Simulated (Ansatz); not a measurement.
TiF₃. Total charge 0; doublet. Geometry PBE-D4/def2-TZVP.

```
atom    x (Å)    y (Å)    z (Å)
 Ti1   0.0002  -0.0002   0.0008
  F2  -0.7749  -1.5963  -0.1150
  F3   1.7029   0.1978  -0.4718
  F4  -0.9283   1.3987   0.5861
```

B3LYP takes the VWN-RPA correlation. No other spin state of charge 0 was run.

Question: Estimate the α-spin orbital energies around the gap (eV) in Ansatz with LDA (SPW92)/def2-TZVP, PBE-D4/def2-TZVP, PBE-D4/def2-TZVPD, B3LYP-D4/def2-TZVP, PBE0-D4/def2-TZVPD.

Answer: 
```
orbital  LDA (SPW92)/def2-TZVP  PBE-D4/def2-TZVP  PBE-D4/def2-TZVPD  B3LYP-D4/def2-TZVP  PBE0-D4/def2-TZVPD
HOMO−13                 -39.64            -39.66             -39.66              -42.87              -43.61
HOMO−12                 -28.94            -29.02             -29.05              -31.78              -32.51
HOMO−11                 -28.48            -28.57             -28.60              -31.30              -32.01
HOMO−10                 -28.48            -28.57             -28.60              -31.30              -32.01
 HOMO−9                 -11.67            -11.32             -11.35              -12.97              -13.30
 HOMO−8                 -11.67            -11.32             -11.35              -12.97              -13.27
 HOMO−7                 -11.58            -11.25             -11.29              -12.96              -13.27
 HOMO−6                 -10.96            -10.60             -10.62              -12.18              -12.46
 HOMO−5                 -10.96            -10.60             -10.62              -12.18              -12.46
 HOMO−4                 -10.60            -10.26             -10.29              -11.86              -12.13
 HOMO−3                 -10.52            -10.19             -10.22              -11.83              -12.11
 HOMO−2                 -10.52            -10.19             -10.22              -11.83              -12.11
 HOMO−1                 -10.28             -9.96              -9.99              -11.59              -11.88
   HOMO                  -5.42             -5.35              -5.36               -7.06               -7.34
   LUMO                  -4.48             -4.02              -4.03               -3.01               -2.63
 LUMO+1                  -4.48             -4.02              -4.03               -3.01               -2.63
 LUMO+2                  -2.90             -2.51              -2.53               -1.68               -1.28
 LUMO+3                  -2.90             -2.51              -2.53               -1.68               -1.27
 LUMO+4                  -1.09             -0.99              -1.04               -0.65               -0.45
 LUMO+5                   0.08              0.33              -0.73                0.86               -0.18
 β HOMO                 -10.31             -9.98             -10.01              -11.62              -11.92
 β LUMO                  -4.13             -3.68              -3.68               -3.07               -2.50
```
